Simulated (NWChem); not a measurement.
System: benzotriazole (C6H5N3); SMILES c1ccc2[nH]nnc2c1

NWChem printed, in part:

```
             Northwest Computational Chemistry Package (NWChem) 7.3.0
             --------------------------------------------------------

                             Geometry "geometry" -> ""
                             -------------------------

 Output coordinates in angstroms (scale by  1.889725989 to convert to a.u.)

  No.       Tag          Charge          X              Y              Z
 ---- ---------------- ---------- -------------- -------------- --------------
    1 C                    6.0000    -0.73042300     2.08908000     0.00000000
    2 C                    6.0000     0.68395900     2.09790300     0.00000000
    3 C                    6.0000     1.42720000     0.92850900     0.00000000
    4 C                    6.0000     0.69766000    -0.26790600     0.00000000
    5 N                    7.0000     1.01583800    -1.58989900     0.00000000
    6 N                    7.0000    -0.08849200    -2.35277200     0.00000000
    7 N                    7.0000    -1.12175200    -1.60106900     0.00000000
    8 C                    6.0000    -0.71098500    -0.29103700     0.00000000
    9 C                    6.0000    -1.44547900     0.90423300     0.00000000
   10 H                    1.0000    -1.26338700     3.04249000     0.00000000
   11 H                    1.0000     1.20526500     3.05819300     0.00000000
   12 H                    1.0000     2.51853200     0.94573800     0.00000000
   13 H                    1.0000     1.92389100    -2.03574900     0.00000000
   14 H                    1.0000    -2.53659600     0.88324100     0.00000000

 Effective nuclear repulsion energy (a.u.)     407.4095742126

                              NWChem Property Module
                              ----------------------

  itol2e modified to match energy
  convergence criterion.

                                 NWChem DFT Module
                                 -----------------

 Summary of "ao basis" -> "ao basis" (spherical)
 ------------------------------------------------------------------------------
       Tag                 Description            Shells   Functions and Types
 ---------------- ------------------------------  ------  ---------------------
 C                          pcsseg-1                 7       17   3s3p1d
 N                          pcsseg-1                 7       17   3s3p1d
 H                          pcsseg-1                 3        5   2s1p

  itol2e modified to match energy
  convergence criterion.

[...]

          -----------------------------------------
          Chemical Shielding Tensors (GIAO, in ppm)
          -----------------------------------------

                                NWChem CPHF Module
                                ------------------

  scftype          =     RHF
  nclosed          =       31
  nopen            =        0
  variables        =     4557
  # of vectors     =        3
  tolerance        = 0.10D-03
  level shift      = 0.00D+00
  max iterations   =       50
  max subspace     =       30

 SCF residual:    1.2764808568476929E-004

Iterative solution of linear equations
  No. of variables     4557
  No. of equations        3
  Maximum subspace       30
        Iterations       50
       Convergence  1.0D-04

   iter   nsub   residual    time
   ----  ------  --------  ---------
     1      3    1.09D+00     133.8
     2      6    2.11D-01     142.6
     3      9    3.37D-02     151.5
     4     12    2.65D-03     160.3
     5     15    4.09D-04     169.1
     6     18    4.28D-05     178.0

------------------------------------------------------------
EAF file 0: "./job.aoints.0" size=320339968 bytes
------------------------------------------------------------
               write      read    awrite     aread      wait
               -----      ----    ------     -----      ----
     calls:      611         0         0         0         0
   data(b): 3.20e+08  0.00e+00  0.00e+00  0.00e+00
   time(s): 0.00e+00  0.00e+00  0.00e+00  0.00e+00  0.00e+00
rate(mb/s): 0.00e+00  0.00e+00
------------------------------------------------------------

      Atom:    1  C
        Diamagnetic
    265.4030      4.5780      0.0000
      4.5780    259.1618      0.0000
      0.0000      0.0000    233.8449

        Paramagnetic
   -256.9991     44.6561     -0.0000
     44.6561   -280.6530     -0.0000
     -0.0000     -0.0000    -58.5528

        Total Shielding Tensor
      8.4039     49.2342     -0.0000
     49.2342    -21.4912     -0.0000
     -0.0000     -0.0000    175.2921

           isotropic =      54.0683
          anisotropy =     181.8358

          Principal Components and Axis System
                 1           2           3
              175.2921    -57.9968     44.9096

      1        -0.0000     -0.5956      0.8033
      2        -0.0000      0.8033      0.5956
      3         1.0000      0.0000      0.0000

      Atom:    2  C
        Diamagnetic
    264.4170     -5.3464     -0.0000
     -5.3464    259.2840      0.0000
     -0.0000      0.0000    233.3195

        Paramagnetic
   -260.6638    -42.8722      0.0000
    -42.8722   -294.2609      0.0000
      0.0000      0.0000    -58.0244

        Total Shielding Tensor
      3.7532    -48.2186      0.0000
    -48.2186    -34.9769      0.0000
      0.0000      0.0000    175.2951

           isotropic =      48.0238
          anisotropy =     190.9070

          Principal Components and Axis System
                 1           2           3
              175.2951    -67.5738     36.3500

      1         0.0000      0.5601      0.8285
      2         0.0000      0.8285     -0.5601
      3         1.0000     -0.0000      0.0000

      Atom:    3  C
        Diamagnetic
    252.0769      2.1419     -0.0000
      2.1419    270.1525      0.0000
     -0.0000      0.0000    230.2484

        Paramagnetic
   -268.2782    -21.1489      0.0000
    -21.1489   -220.4246     -0.0000
      0.0000     -0.0000    -53.5106

        Total Shielding Tensor
    -16.2013    -19.0070      0.0000
    -19.0070     49.7279     -0.0000
      0.0000     -0.0000    176.7378

[...]
```

Level: BHandHLYP/pcSseg-1, GIAO. The geometry was optimised at PBE0/def2-SVP. No frequency run checked for a minimum. The printed shielding anisotropy is the first printed principal value minus the mean of the other two.

Problem. Reconstruct the input file.

Solution. Several could match; the one computed here: the input that was run:
```
start job
memory heap 200 mb stack 900 mb global 1100 mb
geometry units angstroms noautosym nocenter noautoz
  C     -0.730423     2.089080     0.000000
  C      0.683959     2.097903     0.000000
  C      1.427200     0.928509     0.000000
  C      0.697660    -0.267906     0.000000
  N      1.015838    -1.589899     0.000000
  N     -0.088492    -2.352772     0.000000
  N     -1.121752    -1.601069     0.000000
  C     -0.710985    -0.291037     0.000000
  C     -1.445479     0.904233     0.000000
  H     -1.263387     3.042490     0.000000
  H      1.205265     3.058193     0.000000
  H      2.518532     0.945738     0.000000
  H      1.923891    -2.035749     0.000000
  H     -2.536596     0.883241     0.000000
end
basis spherical
  * library pcsseg-1
end
dft
  xc bhlyp
  iterations 150
  semidirect filesize 400000000
end
property
  shielding
end
task dft property
```
